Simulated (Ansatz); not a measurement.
A run for Ansatz (a program for electronic structure): R-wB97X-V/cc-pVTZ on C2H7B (SMILES BCC), a point of a bond scan (R = 1.097 Å).

Ansatz 0.2 input:
```yaml
crystal:
  periodic: [false, false, false]
  atoms:
    - {symbol: B, position_ang: [-0.74511678, 1.00969072, 0.73932318]}
    - {symbol: H, position_ang: [-1.05554184, 1.26984720, 1.86306207]}
    - {symbol: H, position_ang: [-1.14246163, 1.71786546, -0.13812402]}
    - {symbol: C, position_ang: [0.20447514, -0.18371935, 0.45381740]}
    - {symbol: C, position_ang: [0.38209057, -0.63740051, -0.99729133]}
    - {symbol: H, position_ang: [-0.03169379, -1.02979159, 1.11034182]}
    - {symbol: H, position_ang: [1.16986677, 0.17617641, 0.85720004]}
    - {symbol: H, position_ang: [0.67431348, 0.19819760, -1.63621306]}
    - {symbol: H, position_ang: [-0.55096305, -1.03917752, -1.39764403]}
    - {symbol: H, position_ang: [1.14266970, -1.41485196, -1.09439513]}
basis:
  gaussian:
    orbitals: cc-pVTZ
    pivot_positions_ang: [[-0.74511678, 1.00969072, 0.73932318], [-1.05554184, 1.26984720, 1.86306207], [-1.14246163, 1.71786546, -0.13812402], [0.20447514, -0.18371935, 0.45381740], [0.38209057, -0.63740051, -0.99729133], [-0.03169379, -1.02979159, 1.11034182], [1.16986677, 0.17617641, 0.85720004], [0.67431348, 0.19819760, -1.63621306], [-0.55096305, -1.03917752, -1.39764403], [1.14266970, -1.41485196, -1.09439513]]
hamiltonian:
  xc: {name: wB97X-V}
scf: {lower_state_search: off}
output: {orbitals: {seedname: ./end}}
```

Predict the final total energy.

-105.2549 hartree.
